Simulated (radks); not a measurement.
Values are calculated unless marked as measured or tabulated.
Xe+, configuration [Kr] 4d10 5s2 5p5.

Level of theory: Dirac Kohn-Sham, PBEsol, spin-unpolarised, spherical densities, finite nucleus; open shells fill j = l - 1/2 first; Fermi nuclear charge, rms radius 4.7859 fm (a radial shooting solver on a logarithmic mesh with Libxc functionals).

Energy parts (eV):
| part | energy |
|---|---|
| total | -202629.898 |
| kinetic | 215243.304 |
| electron-nucleus | -492275.295 |
| Hartree | 79403.766 |
| exchange-correlation | -5001.674 |

Orbitals (lengths in bohr, moments of r in powers of bohr):
[
 {"orbital": "1s1/2", "occ.": "2", "eigenvalue (eV)": "-34337.53", "<1/r>": "58.09", "<r^4>": "2.438e-06"},
 {"orbital": "2s1/2", "occ.": "2", "eigenvalue (eV)": "-5350.901", "<1/r>": "13.58", "<r^4>": "0.0004117"},
 {"orbital": "2p1/2", "occ.": "2", "eigenvalue (eV)": "-5028.703", "<1/r>": "13.57", "<r^4>": "0.0002620"},
 {"orbital": "2p3/2", "occ.": "4", "eigenvalue (eV)": "-4704.315", "<1/r>": "12.47", "<r^4>": "0.0003167"},
 {"orbital": "3s1/2", "occ.": "2", "eigenvalue (eV)": "-1102.224", "<1/r>": "4.856", "<r^4>": "0.01753"},
 {"orbital": "3p1/2", "occ.": "2", "eigenvalue (eV)": "-968.2191", "<1/r>": "4.768", "<r^4>": "0.01662"},
 {"orbital": "3p3/2", "occ.": "4", "eigenvalue (eV)": "-906.6160", "<1/r>": "4.497", "<r^4>": "0.01923"},
 {"orbital": "3d3/2", "occ.": "4", "eigenvalue (eV)": "-670.5224", "<1/r>": "4.354", "<r^4>": "0.01545"},
 {"orbital": "3d5/2", "occ.": "6", "eigenvalue (eV)": "-657.4974", "<1/r>": "4.285", "<r^4>": "0.01617"},
 {"orbital": "4s1/2", "occ.": "2", "eigenvalue (eV)": "-206.9111", "<1/r>": "1.968", "<r^4>": "0.4951"},
 {"orbital": "4p1/2", "occ.": "2", "eigenvalue (eV)": "-159.4608", "<1/r>": "1.860", "<r^4>": "0.6096"},
 {"orbital": "4p3/2", "occ.": "4", "eigenvalue (eV)": "-147.1331", "<1/r>": "1.771", "<r^4>": "0.7066"},
 {"orbital": "4d3/2", "occ.": "4", "eigenvalue (eV)": "-70.3599", "<1/r>": "1.528", "<r^4>": "1.324"},
 {"orbital": "4d5/2", "occ.": "6", "eigenvalue (eV)": "-68.3693", "<1/r>": "1.505", "<r^4>": "1.393"},
 {"orbital": "5s1/2", "occ.": "2", "eigenvalue (eV)": "-29.0319", "<1/r>": "0.7198", "<r^4>": "21.23"},
 {"orbital": "5p1/2", "occ.": "2", "eigenvalue (eV)": "-17.9357", "<1/r>": "0.6120", "<r^4>": "41.59"},
 {"orbital": "5p3/2", "occ.": "3", "eigenvalue (eV)": "-16.5423", "<1/r>": "0.5827", "<r^4>": "49.52"}
]

The highest occupied level is 5p3/2 at -16.542 eV. The electron density at the nucleus is 2.712e+05 e/bohr^3. Summed over all electrons, <r^2> = 50.60 bohr^2, which gives a Langevin (diamagnetic) susceptibility term of -40.1 x 10^-6 cm^3/mol.
